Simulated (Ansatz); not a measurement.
Consider the formal exchange of groups at the Si–C bond: `C[SiH2]CBr` + `O=CB(F)F` → `C[SiH2]B(F)F` + `O=CCBr`.

Isolated molecules relaxed with PBE0-D4/def2-TZVP in Ansatz; ΔE leaves out vibrations. CCSD(T)/CBS adds triple-zeta CCSD(T) − MP2 to the extrapolated MP2 energy (def2 sets, frozen cores). Functionals use def2-TZVPP. For Br outer-core shells are correlated without core-valence functions, which leaves a few kJ/mol of doubt a bond. Scalar relativity is left out up to krypton. Each species was taken in one conformer, which may not be the lowest.

(1) Is it downhill or uphill in electronic energy at CCSD(T)/CBS, and by how much? (Estimate.)

(2) What do these levels give: r2SCAN-D4, ωB97M-V, PBE, SCS-MP2/def2-TZVPP, CCSD/def2-TZVPP, CCSD(T)/def2-TZVPP? (An estimate is asked.)

Largest T1 diagnostic among the species: 0.015.

## Answers

(1) Computed: Uphill: ΔE = +0.18 eV.

(2) Ansatz gave: r2SCAN-D4 0.10, ωB97M-V 0.19, PBE 0.01, SCS-MP2/def2-TZVPP 0.21, CCSD/def2-TZVPP 0.18, CCSD(T)/def2-TZVPP 0.17 eV.

The D4 term adds +0.04 eV with B3LYP and +0.02 eV with PBE0; it sums over pairs of atoms, weighted by their polarisabilities, and B3LYP, whose exchange is more repulsive, gets the larger term. From PBE to PBE0 (25 % exact exchange), in def2-TZVPP and without D4, ΔE moves by +0.05 eV.

B3LYP here is the variant with VWN-RPA as its local correlation; programs differ in this.
